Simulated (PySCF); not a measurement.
Radial density of Ga²⁺ (gallium, charge +2)

UHF, [Ar] 3d10 4s1, 2S determinant. All numbers are calculated (PySCF 2.14, scalar relativity through the core potential, in aug-cc-pwCVDZ-PP with ECP10MDF). This is the valence pseudo-density: the core potential removes the inner electrons and smooths the orbitals near the nucleus.

```
r (bohr)  4πr²ρ (e/bohr)  4πr²(ρα − ρβ)
 0.00178       1.244e-05         0.0000
 0.00300       3.485e-05         0.0000
 0.00505       9.587e-05         0.0000
 0.00849       0.0002516         0.0000
  0.0143       0.0005950         0.0000
  0.0240        0.001271         0.0001
  0.0404        0.004105         0.0001
  0.0679         0.03689         0.0000
   0.114          0.4005        -0.0017
   0.192           2.800        -0.0105
   0.323           13.06        -0.0003
   0.544           26.81         0.0331
   0.915           13.43         0.0245
    1.54           2.384         0.5375
    2.59          0.4575         0.3747
    4.35         0.02075         0.0207
    7.32       5.809e-05         0.0000
```

Energies and moments cover only the electrons outside the core potential.

(1) Where is the radial spin density 4πr²(ρα − ρβ) most negative, and why is it negative at all?

## Answers

(1) Around r = 0.192 bohr, down to -0.0105 e/bohr: exchange with the open shell polarises the paired shells in an unrestricted calculation.
